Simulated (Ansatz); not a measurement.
Total energies of GaMe2(acac) (C₇H₁₃GaO₂) from Ansatz at PBE-D4/def2-TZVP, gas phase (1 Eh = 27.2114 eV = 2625.5 kJ/mol). The reference geometry is relaxed at r2SCAN-D4/def2-SVP.

```xyz
23

Ga    0.9851   -1.0768   -0.6577
C     1.8965   -0.4119   -2.2612
H     1.5360    0.5982   -2.5123
H     1.7185   -1.0633   -3.1317
H     2.9859   -0.3544   -2.1055
C     1.0707   -2.8051    0.2628
H     0.4802   -2.7714    1.1920
H     2.1052   -3.0776    0.5258
H     0.6640   -3.6116   -0.3685
O    -0.9205   -0.6588   -0.8781
C    -1.5739    0.2550   -0.2706
C    -3.0228    0.3636   -0.6530
C    -1.0360    1.1290    0.6945
C     0.3028    1.1141    1.1331
C     0.7584    2.0944    2.1766
O     1.2035    0.3122    0.7132
H    -3.5496    1.1613   -0.1144
H    -3.0947    0.5397   -1.7381
H    -3.5170   -0.6018   -0.4591
H    -1.7056    1.8673    1.1378
H    -0.0499    2.7427    2.5377
H     1.5662    2.7141    1.7551
H     1.1969    1.5411    3.0220
```

```
                 state                       geometry  energy (Eh)
      charge 0 singlet                      reference  -2349.31459
      charge 1 doublet                      reference  -2349.02082
      charge 1 doublet  relaxed at r2SCAN-D4/def2-SVP  -2349.02609
free Ga atom (doublet)                              –  -1924.51515
 free C atom (triplet)                              –    -37.79597
 free H atom (doublet)                              –     -0.49962
 free O atom (triplet)                              –    -75.00967
```

Single mean-field runs in def2-TZVP are fitted with def2-universal-jkfit.

Work out the vertical ionisation energy to the doublet.

E(charge 1 doublet) − E(charge 0 singlet) = -2349.02082 − (-2349.31459) = 0.29377 Eh = 7.99 eV. For comparison, −ε of the highest occupied level is 5.58 eV at this level, 2.41 eV less.

How much does the charge 1 doublet relax, and what is the adiabatic ionisation energy?

Relaxation: -2349.02082 − (-2349.02609) = 0.00527 Eh = 0.14 eV. Adiabatic ionisation energy: 0.28850 Eh = 7.85 eV, without zero-point energy. 

What is the binding energy per atom against free atoms?

Atoms: 1 × (-1924.51515) + 7 × (-37.79597) + 13 × (-0.49962) + 2 × (-75.00967) = -2345.60134 Eh. Binding: -2345.60134 − (-2349.31459) = 3.71325 Eh = 101.04 eV, or 4.39 eV for each of 23 atoms (no zero-point energy, no counterpoise term).
